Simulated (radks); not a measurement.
Results of a calculation; reference values are marked as such.
Effect of the nuclear size on neutral selenium, [Ar] 3d10 4s2 4p4. Level of theory: Dirac Kohn-Sham, PBE, spin-unpolarised, spherical densities, finite nucleus; open shells fill j = l - 1/2 first; Fermi nuclear charge, rms radius 4.14 fm (a radial shooting solver on a logarithmic mesh with Libxc functionals). The rms radius is varied about that value; shifts are against it.

| rms radius (fm) | total energy shift (eV) | density at nucleus (e/bohr^3) | 1s1/2 shift (meV) | 2s1/2 shift (meV) | 3s1/2 shift (meV) | 3p1/2 shift (meV) | 4s1/2 shift (meV) |
|---|---|---|---|---|---|---|---|
| 3.5935 | -0.115 | 4.016e+04 | -48.9 | -4.86 | -0.749 | 0.072 | -0.069 |
| 3.8792 | -0.0568 | 3.994e+04 | -24.1 | -2.40 | -0.370 | 0.035 | -0.034 |
| 4.14 | 0 | 3.976e+04 | 0.000 | 0.000 | 0.000 | 0.000 | 0.000 |
| 4.4174 | 0.0642 | 3.958e+04 | 27.3 | 2.71 | 0.418 | -0.040 | 0.039 |
| 4.8935 | 0.183 | 3.929e+04 | 77.8 | 7.75 | 1.19 | -0.114 | 0.110 |

Slopes of the eigenvalues against <r^2> in GHz/fm^2, as finite differences over the two radii next to the reference (eigenvalue slopes, not the field-shift constants of lines): 1s1/2 2780, 2s1/2 277, 3s1/2 42.6, 3p1/2 -4.07, 4s1/2 3.94.
